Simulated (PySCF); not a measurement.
Two species compared at the same levels of theory.

First species: C4H9NSi2.
Geometry (PBE0-D3(BJ)/def2-SVP, Å), atoms numbered from 1 in this order:
```xyz
16
C4H9NSi2 angstrom
Si     3.2370    0.0046    0.6646
Si     1.6612   -0.1711   -1.0628
N      0.0388    0.0515   -0.3723
C     -1.0501   -0.7745   -0.5623
C     -2.1206   -0.2676    0.1356
C     -1.6748    0.9197    0.7829
C     -0.3500    1.0859    0.4549
H      2.9553   -1.0259    1.7084
H      3.1592    1.3645    1.2809
H      4.6153   -0.1994    0.1211
H      1.9193    0.8506   -2.1231
H      1.6565   -1.5276   -1.6816
H     -0.9717   -1.6652   -1.1831
H     -3.1171   -0.7033    0.1799
H     -2.2612    1.5777    1.4217
H      0.3511    1.8684    0.7423
```

Second species: cis-Ge(NH3)2F4.
Structure used (PBE0-D3(BJ)/def2-SVP), in Å, numbered top down from 1:
```xyz
13
F4GeH6N2 angstrom
Ge    -0.686   -0.001   -0.535
N     -0.452   -0.046    1.577
H     -1.433    0.019    1.853
H      0.051    0.745    1.975
H     -0.081   -0.935    1.909
F     -0.740    0.036   -2.287
N      1.420    0.037   -0.817
H      1.445   -0.011   -1.838
H      1.918   -0.768   -0.443
H      1.848    0.914   -0.526
F     -2.401   -0.038   -0.174
F     -0.459    1.743   -0.297
F     -0.401   -1.747   -0.375
```

Levels: CAM-B3LYP/def2-SVPD for dipole moment, HOMO energy, LUMO energy, HOMO–LUMO gap, static isotropic polarisability and electronic spatial extent ⟨r²⟩ about the centre of nuclear charge; TDDFT CAM-B3LYP/def2-SVPD for lowest singlet excitation; TDA CAM-B3LYP/def2-SVPD for lowest triplet excitation (Tamm–Dancoff); PBE0-D3(BJ)/def2-SVP for rotational constant A and rotational constant C. Geometries: PBE0-D3(BJ)/def2-SVP. Each species is one conformer at its optimised geometry, gas phase, non-relativistic unless stated; the electronic structure was computed with PySCF and density fitting.

The conformers computed, where there is a choice (atom-mapped SMILES and torsion angles):
- `[SiH3:1][SiH2:2][n:3]1[cH:4][cH:5][cH:6][cH:7]1`: Si1–Si2–N3–C4 -130°

| property | column X | column Y |
| --- | --- | --- |
| dipole moment | 8.44 D | 1.43 D |
| HOMO energy | -11.35 eV | -7.51 eV |
| LUMO energy | 0.03 eV | 0.76 eV |
| HOMO–LUMO gap | 11.38 eV | 8.27 eV |
| lowest singlet excitation | 8.24 eV | 5.62 eV |
| lowest triplet excitation (Tamm–Dancoff) | 7.88 eV | 4.15 eV |
| static isotropic polarisability | 51.4 au | 109.3 au |
| electronic spatial extent ⟨r²⟩ about the centre of nuclear charge | 873 bohr² | 1365 bohr² |
| rotational constant A | 2.033 GHz | 4.118 GHz |
| rotational constant C | 1.780 GHz | 0.876 GHz |

Task: Which column belongs to which species?

Result: Column X is the second species and column Y the first. The first has 16 atoms and 68 electrons, the second 13 and 88.

Task: How does each property change from the first species to the second?

Result: dipole moment +7.01 D; HOMO energy -3.84 eV; LUMO energy -0.73 eV; HOMO–LUMO gap +3.11 eV; lowest singlet excitation +2.62 eV; lowest triplet excitation (Tamm–Dancoff) +3.73 eV; static isotropic polarisability -57.9 au; electronic spatial extent ⟨r²⟩ about the centre of nuclear charge -492 bohr²; rotational constant A -2.085 GHz; rotational constant C +0.904 GHz.

On the first: The vertical singlet–triplet gap S1 − T1 is 1.47 eV (TDDFT singlet less Tamm–Dancoff triplet). In atomic units the dipole is 0.56 e·bohr (1 au = 2.5417 D).

On the second: S1 lies 3.14 eV below the HOMO–LUMO gap; its leading configuration is HOMO→LUMO, weight 0.89. In atomic units the dipole is 3.32 e·bohr (1 au = 2.5417 D). The calculation is non-relativistic and has no spin–orbit coupling, an omission that weighs most on germanium.
